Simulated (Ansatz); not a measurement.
Basis-set extrapolation for C6H9ClO6Si, SMILES `CC(=O)O[Si](Cl)(OC(C)=O)OC(C)=O` (PBE0-D4/def2-TZVP geometry, frozen core, the Gaussian-basis code of Ansatz). Multiplicity 1, RHF reference.

|  | def2-TZVPP | def2-QZVPP |
| --- | --- | --- |
| HF | -1430.655465 | -1430.708839 |
| MP2 correlation | -2.640006 | -2.843943 |
| CCSD(T) correlation | -2.808783 | not run |

Energies in hartree. Use E(X) = E(∞) + A·exp(−7.88·√X) for Hartree–Fock and E(X) = E(∞) + B·X^(−2.97) for correlation, with X = 3 and 4, and add CCSD(T) minus MP2 of the smaller set to the MP2 limit.

Task: What is the CCSD(T) energy at the basis-set limit?

Result: HF limit: -1430.708839 + (-0.053374) × 0.13774 = -1430.71619. MP2 limit: -2.843943 + (-0.203937) × 0.74074 = -2.99501. Higher-order term: -2.808783 − (-2.640006) = -0.16878. Total: -1433.87998 hartree, 1091.5 kJ/mol below CCSD(T)/def2-TZVPP.
